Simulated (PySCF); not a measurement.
GaHI2O, SMILES [OH][Ga]([I])[I].

Geometry: r2SCAN-D4/def2-SVP. The structure was generated by enumeration; whether it is a known compound was not checked. The def2 effective core potentials stand for the cores of I; spin–orbit coupling is left out. One conformer was computed; it need not be the lowest.

Computed with C-PCM-ωB97X/def2-SVP in PySCF.

The values are the electrostatic part of the solvation free energy, E(continuum) − E(gas) at the gas-phase geometry, in a cavity of scaled van der Waals radii (PySCF's table); cavitation and dispersion terms are not included. A continuum can't describe solvent molecules that bind to the metal. In vacuum the orbital gap is 9.98 eV. The dipole moment in vacuum is 1.31 D.

Computed values in water (ε = 78.36), dichloromethane (ε = 8.93), 1-octanol (ε = 9.86):
```csv
solvent,ε,ΔG(elec) (kcal/mol),dipole (D),gap (eV)
water,78.36,-6.6,1.77,10.16
dichloromethane,8.93,-5.8,1.71,10.14
1-octanol,9.86,-5.9,1.71,10.14
```
